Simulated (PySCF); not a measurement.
## Fine-structure interval of Pd¹⁵⁺ by level of theory

Pd¹⁵⁺ [Ar] 3d10 4s2 4p1 [4p1/2^1, M_J = 1/2] → Pd¹⁵⁺ [Ar] 3d10 4s2 4p1 [4p3/2^1, M_J = 3/2], as a difference of total energies. All numbers are calculated (PySCF 2.14, the two-component X2C-1e Hamiltonian, in an even-tempered Gaussian basis (18 s from 0.75 bohr⁻², ratio 2.8; 13 p from 0.97 bohr⁻², ratio 2.8; 9 d from 1.7 bohr⁻², ratio 2.8; 4 f from 5.3 bohr⁻², ratio 3)). Correlated levels: [Ne] frozen; the 86 highest virtual spinors dropped. "Screened" scales the spin-orbit matrix elements by Boettger's factors to mimic the two-electron term; Breit and QED terms are absent.

```
                    method  fine-structure interval (cm⁻¹)
 GHF (screened spin-orbit)                           56358
GMP2 (screened spin-orbit)                           55026
     GHF (bare spin-orbit)                           58957
```
